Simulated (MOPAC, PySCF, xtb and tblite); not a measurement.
Conformational energy of SMILES O(c1cc(ccc1)C#N)C. Scanned: dihedral C1–O2–C3–C4; all other coordinates were relaxed at GFN2-xTB. Points at φ and −φ are mirror images. Heavy atoms are numbered in the order of the SMILES COc1cccc(C#N)c1, hydrogens after them in the order of the atoms that carry them; the mirror image has the same energies with the sign of each dihedral reversed.

Computed with: GFN2-xTB (xtb and tblite); PM7, restricted, heats of formation // GFN2-xTB (MOPAC); RKS-B3LYP/6-31G* = restricted B3LYP/6-31G*, spherical d, density fitting // GFN2-xTB in PySCF.

Energies in kcal/mol, each method relative to its own lowest point.

```csv
φ / °,GFN2-xTB,PM7,RKS-B3LYP/6-31G*
-150,1.5,0.9,1.3
-120,4.3,2.3,3.2
-90,5.3,2.7,3.6
-60,4.2,2.2,3.2
-30,1.5,1.1,1.5
0,0.3,0.5,0.3
30,1.5,1.1,1.5
60,4.2,2.2,3.2
90,5.3,2.7,3.6
120,4.3,2.3,3.2
150,1.5,0.9,1.3
180,0.0,0.0,0.0
```
